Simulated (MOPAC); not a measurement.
Job for MOPAC: PM7 on BrFSe (SMILES F[Se]Br), a point of a bond scan (R = 3.087 Å).

```
PM7 1SCF PRECISE CHARGE=0 THREADS=1
BrFSe

Se     0.51016666 1    -0.43084229 1     0.77837054 1
F      2.19593536 1    -1.97587737 1    -1.29538914 1
Br    -0.87448098 1     0.75634609 1    -0.65156810 1
```

The log:

```
*******************************************************************************
 **                                                                           **
 **                              MOPAC v23.2.5                                **
 **                                                                           **
 *******************************************************************************
 ** MOPAC's Digital Object Identifier: https://doi.org/10.5281/zenodo.6511958 **
 **                                                                           **
 ** Please cite the open-source release paper for use of this MOPAC version:  **
 ** J. E. Moussa and J. J. P. Stewart (2026)                                  **
 ** MOPAC: An open-source semiempirical molecular orbital program             **
 ** J. Open Source Softw., 11(119), 8025, https://doi.org/10.21105/joss.08025 **
 *******************************************************************************

                              PM7 CALCULATION RESULTS

 *******************************************************************************
 *  PM7        - The PM7 Hamiltonian to be used
 *
 *
 *
 *                 CHARGE ON SYSTEM = 0
 *
 *
 *
 *  PRECISE    - TIGHTER CRITERIA TO BE USED
 *  1SCF       - DO 1 SCF AND THEN STOP
 *  THREADS=1  - MULTI-THREADING NOT USED
 *  T=         - A TIME OF 172800.0 SECONDS REQUESTED
 *  DUMP=N     - RESTART FILE WRITTEN EVERY 7200.0 SECONDS REQUESTED
 *******************************************************************************
PM7 1SCF PRECISE CHARGE=0 THREADS=1
 BrFSe

   ATOM   CHEMICAL          X               Y               Z
  NUMBER   SYMBOL      (ANGSTROMS)     (ANGSTROMS)     (ANGSTROMS)

     1      Se          0.51016666  *  -0.43084229  *   0.77837054  *
     2       F          2.19593536  *  -1.97587737  *  -1.29538914  *
     3      Br         -0.87448098  *   0.75634609  *  -0.65156810  *



          CARTESIAN COORDINATES

    NO.       ATOM           X           Y           Z

     1        Se          0.5102     -0.4308      0.7784
     2         F          2.1959     -1.9759     -1.2954
     3        Br         -0.8745      0.7563     -0.6516

 General Reference for PM7:
 "Optimization of Parameters for Semiempirical Methods VI: More Modifications to the
 NDDO Approximations and Re-optimization of Parameters", J. J. P. Stewart, J. Mol. Mod., 1:32, 19 (2013)
 https://link.springer.com/article/10.1007/s00894-012-1667-x

           Empirical Formula: Se F Br  =     3 atoms



      MOLECULAR POINT GROUP   :   Cs


      RHF CALCULATION, NO. OF DOUBLY OCCUPIED LEVELS = 10


 -------------------------------------------------------------------------------
 PM7 1SCF PRECISE CHARGE=0 THREADS=1
 BrFSe



     1SCF WAS SPECIFIED, SO BFGS WAS NOT USED
     SCF FIELD WAS ACHIEVED


                              PM7 CALCULATION
                                                       MOPAC v23.2.5 Linux




          FINAL HEAT OF FORMATION =         47.70795 KCAL/MOL =     199.61006 KJ/MOL


          COSMO AREA              =        114.64 SQUARE ANGSTROMS
          COSMO VOLUME            =         98.18 CUBIC ANGSTROMS

          IONIZATION POTENTIAL    =          9.107706 EV
          HOMO LUMO ENERGIES (EV) =         -9.108 -4.203
          NO. OF FILLED LEVELS    =         10
          MOLECULAR WEIGHT        =        177.8624         POINT GROUP:  Cs

          MOLECULAR DIMENSIONS (Angstroms)

            Atom       Atom       Distance
           Br     3    F     2     4.16017
            F     2   Se     1     1.69526
           Br     3    F     2     0.00000


          SCF CALCULATIONS        =          1





   ATOM   CHEMICAL          X               Y               Z
  NUMBER   SYMBOL      (ANGSTROMS)     (ANGSTROMS)     (ANGSTROMS)

     1      Se          0.51016666  *  -0.43084229  *   0.77837054  *
     2       F          2.19593536  *  -1.97587737  *  -1.29538914  *
     3      Br         -0.87448098  *   0.75634609  *  -0.65156810  *

                             CARTESIAN COORDINATES

   1   Se        0.510166660    -0.430842290     0.778370540
   2    F        2.195935360    -1.975877370    -1.295389140
   3   Br       -0.874480980     0.756346090    -0.651568100


           Empirical Formula: Se F Br  =     3 atoms



      MOLECULAR POINT GROUP   :   Cs


                  EIGENVALUES
 -34.61990 -26.01683 -22.76059 -12.50882 -11.95240 -11.93631 -11.89756 -11.63902
  -9.32718  -9.10771  -4.20286  -2.33244 256.24705 256.40009 256.54959 257.32726
 257.33520


              NET ATOMIC CHARGES AND DIPOLE CONTRIBUTIONS

  ATOM NO.   TYPE          CHARGE      No. of ELECS.   s-Pop       p-Pop       d-Pop
    1         Se           0.659683        5.3403     1.99046     3.34986
    2          F          -0.531551        7.5316     1.99990     5.53165
    3         Br          -0.128132        7.1281     1.96026     5.16583     0.00205
 DIPOLE           X         Y         Z       TOTAL
 POINT-CHG.    -3.452     3.214     6.175     7.770
 HYBRID        -0.032     0.020    -0.297     0.300
 SUM           -3.483     3.234     5.877     7.559


          ATOMIC ORBITAL ELECTRON POPULATIONS

     Atom    s        px        py        pz      x^2-y^2     xz        z^2       yz        xy
    1 Se   1.99046   1.25668   1.41614   0.67704
    2  F   1.99990   1.85493   1.87851   1.79822
    3 Br   1.96026   1.71244   1.78410   1.66929   0.00035   0.00056   0.00025   0.00047   0.00041

 **********************
 *                    *
 * JOB ENDED NORMALLY *
 *                    *
 **********************




 == MOPAC DONE ==
```

The run finished.

Cost: roughly 0.020 core-seconds.
